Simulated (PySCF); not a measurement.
## Gas-phase thermal properties of Ga₂H₆

Energies from PySCF, thermal terms from the rigid-rotor harmonic-oscillator model, ideal gas at 1 bar. 6-31G* has spherical d functions here. All species are closed-shell singlets. B3LYP is the form with VWN-RPA correlation. Ga: all electrons, no relativistic terms. Ga₂H₆: computed as isolated molecules; such fragments, hydroxides, amides, oligomers or adducts are transient or little studied in the gas. The harmonic model lacks anharmonicity and excited electronic states, which grow with temperature; levels with a mode under 35 cm⁻¹ are left out.

```json
[
 {"level": "B3LYP/6-31G*", "point group": "D2h", "σ": "4", "ZPE (kJ/mol)": "109.8", "S°298 (J/mol/K)": "299.1", "Cp298 (J/mol/K)": "86.4", "S°1000 (J/mol/K)": "446.1", "H1000 − H298 (kJ/mol)": "90.1"},
 {"level": "HF/6-31G*", "point group": "D2h", "σ": "4", "ZPE (kJ/mol)": "115.5", "S°298 (J/mol/K)": "296.0", "Cp298 (J/mol/K)": "82.6", "S°1000 (J/mol/K)": "439.0", "H1000 − H298 (kJ/mol)": "87.9"},
 {"level": "PBE/def2-SVP", "point group": "D2h", "σ": "4", "ZPE (kJ/mol)": "109.6", "S°298 (J/mol/K)": "298.7", "Cp298 (J/mol/K)": "86.5", "S°1000 (J/mol/K)": "445.9", "H1000 − H298 (kJ/mol)": "90.2"},
 {"level": "PBE0/def2-TZVP", "point group": "D2h", "σ": "4", "ZPE (kJ/mol)": "113.3", "S°298 (J/mol/K)": "297.0", "Cp298 (J/mol/K)": "84.7", "S°1000 (J/mol/K)": "441.8", "H1000 − H298 (kJ/mol)": "88.9"}
]
```
σ: rotational symmetry number. Electronic degeneracy used: 1. Frequencies are unscaled.
